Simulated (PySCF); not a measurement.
## SnC⁻: energy against distance

Set-up: Sn aug-cc-pVDZ-PP with ECP28, C aug-cc-pVDZ; scalar-relativistic core potentials (PySCF 2.14). Energies in eV from Sn + C⁻ in their ground configurations at the same level. All curves are PBE0. state 1: Ms = 0.5 determinant of mixed spin (⟨S²⟩ near 1.2), unpaired electrons σ ↑; state 2: ²Π (doublet), unpaired electrons π ↑, a second solution, started from another occupation; state 3: Ms = 1.5 determinant of mixed spin (⟨S²⟩ near 4.1), unpaired electrons σ ↑, π ↑↑, a mixture of terms (⟨Lz²⟩ = 2.0), a second solution, started from another occupation.

```tsv
R (Å)	state 1	state 2	state 3
1.712	-2.455	-1.646	-0.352
1.792	-3.051	-2.467	-1.207
1.871	-3.359	-2.957	-1.758
1.931	-3.457	-3.164	-2.024
1.991	-3.477	-3.265	-2.195
2.051	-3.442	-3.287	-2.295
2.130	-3.340	-3.228	-2.349
2.230	-3.162	-3.064	-2.333
2.349	-2.917	-2.793	-2.242
2.509	-2.584	-2.381	-2.063
```

Task: Put a parabola through the three lowest points of the state 1 curve and estimate Re, k and ωe (reduced mass 10.91 u; 1 eV/Å² = 0.16022 mdyn/Å; ωe = 1302.8·√(k/μ) cm⁻¹).

Result: Through R = 1.931, 1.991, 2.051 Å the second-order coefficient is 7.64 eV/Å², so Re ≈ 1.983 Å, k ≈ 2.45 mdyn/Å and ωe ≈ 617 cm⁻¹. A polynomial fit of higher order to the unrounded PBE0 energies gives Re = 1.979 Å, k = 2.61 mdyn/Å, ωe = 637 cm⁻¹; anharmonicity and rounding make the difference.

The higher-order fit for each curve: state 1: Re = 1.979 Å, ωe = 637 cm⁻¹, De = 3.48 eV; state 2: Re = 2.040 Å, ωe = 654 cm⁻¹, minimum 3.29 eV below the ground-state fragments; state 3: Re = 2.157 Å, ωe = 455 cm⁻¹, minimum 2.35 eV below the ground-state fragments.

⟨S²⟩ of the unrestricted solution departs from its pure value on part of the curve, where spin states mix. These are scalar-relativistic numbers at best; spin–orbit coupling would shift them, the dissociation energy most. For an ion De counts to the pair picked by the measured ionisation energies or electron affinities, which need not be the lowest pair at this level. The highest Kohn–Sham level is positive in this anion. Much of that is self-interaction error, but it also means that the finite basis helps to hold the extra electron. The state is the lowest determinant that a PBE0 search found; another state may lie lower at other levels.
